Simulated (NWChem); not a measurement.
System: BSiH₄OCl; SMILES OB([SiH3])Cl

```xyz
8

B      0.4311    -0.1232     0.0000
Cl    -0.6253    -1.5588     0.0000
O      1.7618    -0.2921     0.0000
H      2.0308    -1.2212     0.0000
Si    -0.4083     1.7219     0.0000
H      0.6183     2.8085     0.0000
H     -1.2765     1.8795     1.2089
H     -1.2765     1.8795    -1.2089
```
Atoms are numbered in this order, from 1.

All runs: NWChem. All runs use the structure optimised with PBE0/def2-SVP. Level r2SCAN/def2-SVP: energy and gradient on several grids; changes count from the extra-fine grid, which is no exact limit either.

Which is the coarsest grid (fine; xfine; medium; coarse; xcoarse) from which on the energy stays within 100 μHa and each gradient component within 200 μHa/bohr of xfine?

medium.
```csv
grid,size of the energy change (μHa),largest change of a gradient component (μHa/bohr),"time, medium = 1 (rough)"
xcoarse,5000,2000,about 1
coarse,200,400,about 1
medium,50,50,about 1
fine,10,30,about 1
xfine,< 10,< 30,2
```
